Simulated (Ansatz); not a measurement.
Cost and result for the atomization energy of `O[SiH2]S[SiH2]F` (10 atoms, 9 bonds).

Cartesian coordinates in Å:
```
O -1.646 -0.977 -1.032
Si -0.696 -1.298 0.259
S -0.412 0.424 1.518
Si 0.997 1.370 0.264
F 0.400 1.456 -1.228
H -1.370 -0.257 -1.604
H -1.402 -2.307 1.073
H 0.654 -1.757 -0.158
H 2.255 0.601 0.147
H 1.219 2.744 0.762
```

Total charge 0; spin multiplicity 1. All single points use the PBE0-D4/def2-TZVP geometry. It is one conformer, not always the lowest. Program: Ansatz. All runs use 4 threads of an AMD EPYC 7B13 on a shared host. Times are those of one run each, without the atoms' runs, and a repeat can differ threefold. Electronic energies, without spin–orbit coupling; frozen cores. CCSD(T)/CBS adds CCSD(T) − MP2 in def2-TZVPP to the MP2 limit, and its time is that of the two runs behind it. T1 = 0.012. B3LYP takes the VWN-RPA correlation (the form of Gaussian; ORCA's B3LYP/G).

CCSD(T)/CBS is a level of theory with its own doubt, some kJ/mol a heavy atom from the limit and from the frozen cores, so smaller differences don't rank the functionals.

| level | functions | wall time |
| --- | --- | --- |
| PBE-D4/def2-TZVPP (with forces) | 258 | 2.3 s |
| PBE0-D4/def2-TZVPP | 258 | 3 s |
| r2SCAN-D4/def2-TZVPP (with forces) | 258 | 4.2 s |
| B3LYP-D4/def2-TZVPP (with forces) | 258 | 4.5 s |
| B2PLYP/def2-TZVPP | 258 | 4.8 s |
| ωB97X-V/def2-TZVPP | 258 | 7 s |
| ωB97M-V/def2-TZVPP (with forces) | 258 | 10 s |
| MP2/def2-QZVPP | 474 | 18 s |
| CCSD(T)/def2-TZVPP | 258 | 120 s |
| CCSD(T)/CBS(def2) | – | 2.2 min |

What atomization energy does each give, and how far from CCSD(T)/CBS? (Estimate.)

Computed: 
| level | atomization (kcal/mol) | difference from CCSD(T)/CBS | per bond |
| --- | --- | --- | --- |
| PBE-D4/def2-TZVPP (with forces) | 832.6 | -4.6 | -0.5 |
| PBE0-D4/def2-TZVPP | 820.6 | -16.6 | -1.8 |
| r2SCAN-D4/def2-TZVPP (with forces) | 833.8 | -3.4 | -0.4 |
| B3LYP-D4/def2-TZVPP (with forces) | 826.4 | -10.8 | -1.2 |
| B2PLYP/def2-TZVPP | 819.3 | -17.9 | -2.0 |
| ωB97X-V/def2-TZVPP | 838.1 | 0.9 | 0.1 |
| ωB97M-V/def2-TZVPP (with forces) | 835.9 | -1.3 | -0.1 |
| MP2/def2-QZVPP | 842.5 | 5.3 | 0.6 |
| CCSD(T)/def2-TZVPP | 809.8 | -27.4 | -3.0 |
| CCSD(T)/CBS(def2) | 837.2 | 0.0 | 0.0 |

In def2-TZVPP, CCSD(T) changes the Hartree–Fock value by +198.8 kcal/mol (the triples alone add +11.8 kcal/mol) and MP2 by +215.1 kcal/mol; breaking electron pairs costs correlation energy, which Hartree–Fock lacks. From PBE to PBE0 (25 % exact exchange), in def2-TZVPP and without D4, the atomization energy moves by −11.0 kcal/mol: exact exchange takes away binding that semilocal exchange gives to molecules. The D4 term adds +10.4 kcal/mol with B3LYP and +5.4 kcal/mol with PBE0; it sums over pairs of atoms, weighted by their polarisabilities, and B3LYP, whose exchange is more repulsive, gets the larger term.
